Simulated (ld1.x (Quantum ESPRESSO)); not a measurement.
Configuration tests for I (Z = 53) (TM)

* Element: I
* Generator: ld1.x (Quantum ESPRESSO) 7.5
* Type: norm-conserving Troullier–Martins (Kleinman–Bylander form)
* Functional: LDA (PZ)
* Relativity: scalar-relativistic
* Frozen core: [Kr] 4d10
* Valence charge: 7
* Reference configuration: 5s2 5p5
* Partial waves: 5s (bound): rc 1.30 bohr; 5d channel at 0.4 Ry: rc 1.85 bohr; 5p (bound): rc 2.00 bohr
* Local potential: the p channel
* Core correction: Bessel-smoothed model core, default radius (core density twice the valence density)

Energies are relative to the spin-unpolarised reference configuration 5s2 5p5; without spin polarisation the order of configurations can differ from experiment. Spin-polarised rows fill each open shell by Hund’s rule, majority spin first. The frozen-core shift is the all-electron ΔE with the core orbitals held at their reference shape minus the fully relaxed ΔE.

```csv
valence configuration,charge,ΔE all-electron (eV),error AE − PS (meV),frozen-core shift (meV)
5s2 5p4,+1,11.305,-3.0,+6.5
5s2 5p3,+2,31.369,-11,+36
5s2 5p2,+3,60.983,-34,+116
5s2 5p4.5,+0.5,4.615,-1.3,+1.7
5s1 5p6,0,10.512,-30,+5.9
5s1 5p5,+1,22.374,-33,+22
5s2 5p5 (spin-polarised),0,-0.121,+0.9,+0.7
```

Problem. What are ΔE and the potential's error for 5s2 5p4 (spin-polarised)?

Solution. ΔE = 10.743 eV all-electron; the error (AE − PS) is +0.6 meV.

Problem. What are ΔE and the potential's error for 5s2 5p1?

Solution. ΔE = 100.785 eV all-electron; the error (AE − PS) is -92 meV.

Note: ghost state, extra bound levels that the all-electron valence spectrum of the same l lacks: d at -124.0 eV. A true bound ghost makes a file unfit for plane-wave use.
